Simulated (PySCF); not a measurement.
P+ (phosphorus, charge +1) across methods

[Ne] 3s1 3p2 3d1, one real determinant (an excited configuration). Computed with PySCF 2.14 in x2c-QZVPPall with one added diffuse shell each of s, p, d, f type (10s7p5d3f1g, 86 functions), with scalar relativity by spin-free X2C-1e. The B2PLYP total includes its PT2 part (frozen core); its orbital energies are those of the SCF part.

| method | E (hartree) | mean ε 3s α (eV) | mean ε 3p α (eV) | mean ε 3d α (eV) | Σ⟨r²⟩ (bohr²) | ⟨S²⟩ |
| --- | --- | --- | --- | --- | --- | --- |
| UHF | -340.57396 | -35.378 | -23.451 | -8.542 | 28.72 | 6.000 |
| LC-wPBE | -340.9710 | -32.868 | -22.432 | -9.202 | 27.91 | 6.000 |
| B2PLYP | -340.9472 | -31.816 | -20.908 | -7.608 | 29.71 | 6.000 |
| LDA | -339.8031 | -27.699 | -18.184 | -6.821 | 29.36 | 6.000 |

Task: Estimate the same row for PBE.

Result: E (hartree) = -340.9364; mean ε 3s α (eV) = -27.726; mean ε 3p α (eV) = -18.207; mean ε 3d α (eV) = -6.901; Σ⟨r²⟩ (bohr²) = 29.26; ⟨S²⟩ = 6.000.

⟨L²⟩ = 7.51 against 12 for a pure F term, so this real determinant mixes terms. The outer electron is Rydberg-like, and this basis confines it to a smaller radius and binds it less than a complete one would.
